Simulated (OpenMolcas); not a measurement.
## Computed levels of Zr2+

```
Program             : OpenMolcas
Method              : SS-CASPT2, IPEA 0.25 Eh, imaginary shift 0.1 Eh (closed shells correlated: 4s 4p)
Basis               : ANO-RCC-VTZP [7s6p4d2f1g]
Scalar Hamiltonian  : DKH2, point nucleus
Active space        : 2 electrons in 5 orbitals (4d)
State averaging     : 2S+1 = 3 even, 10 roots; 2S+1 = 1 even, 15 roots
Spin-orbit coupling : state interaction with AMFI integrals over the reference wave functions, term energies averaged over their components
```

Spin-free terms above the lowest, with the occupations of the reference:

```csv
Configuration,Term,E (cm-1),Occupations
4d2,3F,0.0,4d 2.00
4d2,1D,4580,4d 2.00
4d2,3P,8120,4d 2.00
4d2,1G,10750,4d 2.00
4d2,1S,23100,4d 2.00
```

With spin-orbit coupling, above the lowest level:

| Configuration | Term | J | E (cm-1) | Measured (cm-1) | g | Term weight % |
| --- | --- | --- | --- | --- | --- | --- |
| 4d2 | 3F | 2 | 0.0 | 0.0 | 0.670 | 99 |
| 4d2 | 3F | 3 | 697 | 681 | 1.084 | 100 |
| 4d2 | 3F | 4 | 1511 | 1486 | 1.250 | 100 |
| 4d2 | 1D | 2 | 5470 | 5742 | 1.008 | 96 |
| 4d2 | 3P | 0 | 8550 | 8062 |  | 100 |
| 4d2 | 3P | 1 | 8820 | 8326 | 1.501 | 100 |
| 4d2 | 3P | 2 | 9330 | 8838 | 1.489 | 98 |
| 4d2 | 1G | 4 | 11670 | 11049 | 1.000 | 100 |
| 4d2 | 1S | 0 | 24070 | 23979 |  | 100 |

Against the 8 measured excited levels shown (Moore, Atomic Energy Levels, vol. II, NSRDS-NBS 35 (1971 reprint of NBS Circular 467, 1952); NIST levels as listed in Rynkun, Gaigalas and Jonsson, Astron. Astrophys. 637, A10 (2020)) the mean absolute deviation is 310 cm-1; the largest miss in energy is 4d2 1G4: computed 11670, measured 11049 cm-1 (+5.6 %).

Spin-orbit coupling puts the lowest level 904 cm-1 below the lowest spin-free term.

For 3F the intervals divided by the larger J are 232.3, 203.4 cm-1. Landé's interval rule makes them equal in pure LS coupling; they differ by 13 % of their mean. The multiplet is regular.

CASPT2 breaks the degeneracy within a term, and the mean is taken; among the terms shown or strongly mixed into the levels shown the widest spread is 480 cm-1 (4d2 3F). Levels of configurations with an s electron are missing; early in the row they begin among the upper levels of the d shell and mix with terms of their name. Computed and measured levels are paired by configuration, term and J; levels that our copy of the source lacks, or whose pairing is in doubt (as where it misses far off the trend of its configuration), stay unpaired and out of the deviations. Levels of configurations outside the active space are missing.

The term weight is that of the spin-free term in the level, not the purity of its configuration.
